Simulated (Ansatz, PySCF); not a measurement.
Breaking the N4–H6 bond in CH6BN (SMILES BNC) (multiplicity 1 held, fragments rigid). Energies count from the point at 1.009 Å.
Geometry at that point (charge 0, multiplicity 1):
```xyz
9

B     -0.17378     0.16936     1.35985
H     -1.04663     0.51555     2.09588
H      0.90497    -0.15003     1.76047
N     -0.42136     0.13750    -0.00246
C      0.50466    -0.25211    -1.05319
H     -1.33201     0.40682    -0.34423
H      0.67789     0.56737    -1.75578
H      0.12956    -1.11044    -1.61689
H      1.45669    -0.52593    -0.60231
```

U- levels take the lowest unrestricted solution at each point, which mixes spins at long bonds. Active spaces are followed from a long bond inwards. Curves can end on different states.

Cores are frozen in the correlated methods. Rows in 3-21G, 6-31G* carry no dispersion term and start afresh at each structure (6-31G* with six Cartesian d functions).

Codes used: Ansatz (Gaussian orbitals); PySCF for 3-21G rows, 6-31G* rows. Each number belongs to the level named beside it.

Energies in eV.

```csv
R (Å),R-HF/3-21G,U-PBE/cc-pVTZ,R-B3LYP/6-31G*,U-SCS-MP2/cc-pVTZ,"CASSCF(2,2)/cc-pVTZ"
0.807,1.45,1.52,1.53,1.45,1.47
0.908,0.26,0.32,0.31,0.28,0.29
1.009,0.00,0.00,0.00,0.00,0.00
1.110,0.23,0.15,0.17,0.20,0.18
1.211,0.70,0.54,0.58,0.63,0.59
1.363,1.63,1.30,1.36,1.48,1.38
1.514,2.63,2.09,2.18,2.56,2.17
1.766,4.23,3.26,3.41,4.43,3.27
2.019,5.60,4.16,4.40,5.08,4.00
2.321,6.95,4.68,5.29,5.35,4.49
2.725,8.31,4.91,6.11,5.46,4.75
3.230,9.49,4.99,6.73,5.49,4.83
```

Doubts at one or more of the structures used: a restricted determinant that unrestricted orbitals would lower (R-HF/3-21G, R-B3LYP/6-31G*); a spin-contaminated determinant (U-PBE/cc-pVTZ, U-SCS-MP2/cc-pVTZ).

Ansatz is a quantum-chemistry and plane-wave program.
